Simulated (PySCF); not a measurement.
Computed with PySCF 2.14.0 with PBE-D3(BJ)/def2-TZVP // PBE0-D4/def2-SVP. All species are isolated molecules in the gas phase. One relaxed conformer stands for a flexible species; it need not be the lowest. 

Reference species (SMILES): `[F][Sn]([F])([F])[F]` (neutral, multiplicity 1).

```
Property          Result
-------------  ---------
HOMO           -10.22 eV
HOMO–LUMO gap    5.31 eV
```

Changed species: `[F][Sn]([CH2]C)([F])[CH2]C` (C–C–Sn–F torsion 17°, F–Sn–C–C torsion 46°) (2 of 4 F replaced by C2H5; the reference has 0 of 4 F replaced by C2H5).

Question: Predict the effect on the HOMO and HOMO–LUMO gap.

Answer: the HOMO rises by 3.46 eV, to -6.76 eV; the HOMO–LUMO gap drops by 0.05 eV, to 5.26 eV.
